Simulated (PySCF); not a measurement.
# Where the electron goes

C₃H₁₁NSSi.
Cartesian coordinates in Å at the PBE0-D3(BJ)/def2-SVP level; atoms count from 1:
```
atom  x, y, z in Å
C1     3.337    0.033    0.630
S2     1.760   -0.002    1.541
Si3    0.405   -0.672    0.015
N4    -1.125    0.080    0.278
C5    -2.377   -0.628    0.216
C6    -1.245    1.513    0.383
H7     3.718   -0.979    0.441
H8     4.056    0.567    1.266
H9     3.236    0.572   -0.323
H10    0.144   -2.142    0.040
H11    1.095   -0.327   -1.275
H12   -2.208   -1.714    0.183
H13   -2.973   -0.355   -0.677
H14   -3.001   -0.413    1.104
H15   -0.259    1.968    0.560
H16   -1.680    1.970   -0.529
H17   -1.891    1.794    1.235
```

Theory: PySCF, TDDFT wB97X-D/def2-SVPD, vertical, gas phase, core orbitals frozen in the response.

Frontier orbitals with the atoms that hold most of them (Löwdin shares over 4%, at most four atoms; ? is withheld):

| orbital | ε (eV) | atoms |
| --- | --- | --- |
| LUMO+2 | 2.40 | S2 44%, Si3 16%, H10 8%, H11 6% |
| LUMO+1 | 2.19 | Si3 23%, S2 20%, C6 9%, C1 7% |
| LUMO | 1.86 | ? |
| HOMO | -8.28 | N4 49%, C5 8%, Si3 8%, S2 8% |
| HOMO-1 | -8.63 | ? |
| HOMO-2 | -10.30 | S2 58%, Si3 14%, C1 11% |
| HOMO-3 | -11.46 | Si3 32%, H10 22%, H11 16%, S2 7% |

(1) Which atoms hold the HOMO-1, and with what shares?

(2) Which atoms hold the LUMO, and with what shares?

(3) How does S1 compare with the orbital gap of 10.14 eV?

Answers

(1) S2 (bonded to C and Si) 66%; C1 (bonded to S and 3 H) 10%; Si3 (bonded to N, S and 2 H) 8%.

(2) S2 (bonded to C and Si) 37%; Si3 (bonded to N, S and 2 H) 20%; C1 (bonded to S and 3 H) 9%; H11 (bonded to Si) 7%.

(3) S1 is at 5.70 eV (f = 0.0032), 4.43 eV below the gap, made of HOMO-1→LUMO (58%), HOMO→LUMO (26%). Its leading pair isn't HOMO and LUMO; the energies of that pair differ by 10.49 eV. Without the coupling terms of the response equations the lowest excitation would equal the gap.

Next come S2 at 5.92 eV (f 0.0046), HOMO→LUMO (52%), HOMO-1→LUMO (23%), HOMO→LUMO+1 (14%); S3 at 6.40 eV (f 0.044), HOMO→LUMO+1 (29%), HOMO→LUMO+2 (24%), HOMO→LUMO+3 (14%); S4 at 6.54 eV (f 0.017), HOMO-1→LUMO+1 (42%), HOMO-1→LUMO+2 (30%); S5 at 6.79 eV (f 0.038), HOMO→LUMO+3 (28%), HOMO→LUMO+1 (26%), HOMO→LUMO+2 (10%).

Time: 2.1 min of wall time. Hardware: Arm Neoverse V2, one thread, on a shared host.

One conformer stands for the species.
